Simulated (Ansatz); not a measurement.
```yaml
crystal:
  periodic: [false, false, false]
  atoms:
    - {symbol: Mo, position_ang: [0.350483, -0.937674, 0.260088]}
    - {symbol: Mo, position_ang: [0.892013, 1.359135, -0.496639]}
    - {symbol: Mo, position_ang: [-1.793063, 0.578850, -0.006883]}
    - {symbol: S, position_ang: [2.099361, -1.911206, 1.559996]}
    - {symbol: S, position_ang: [-0.061028, 0.950182, 1.650314]}
    - {symbol: S, position_ang: [-3.588466, 0.941283, 1.150762]}
    - {symbol: S, position_ang: [2.929106, 1.340390, -1.211333]}
    - {symbol: S, position_ang: [-1.599760, -1.505174, -0.907341]}
    - {symbol: S, position_ang: [-0.975546, 1.971884, -1.710343]}
    - {symbol: S, position_ang: [1.746899, -2.787662, -0.288610]}
basis:
  gaussian: {orbitals: def2-TZVPD, initial_orbitals: start.molden}
total_charge: -1
magnetization: {spin_polarized: true, initial_magnetization: 1}
hamiltonian: {xc: pbe0, dispersion: d4}
scf: {omitted_lower_state_checks: [starts]}
output: {orbitals: {seedname: orbitals}}
```

The file start.molden holds the orbitals of an earlier run on this structure, at another level or in another basis.

```sh
$ ansatz run in.yaml --threads 6 --pin off --events-out ev --progress --plain --max-ram 7833MiB
```

Question: Does this run fit into the memory that it is given?

Answer: No. It has 442 basis functions, and Ansatz plans for 8.25 GiB where 7.64 GiB are given.
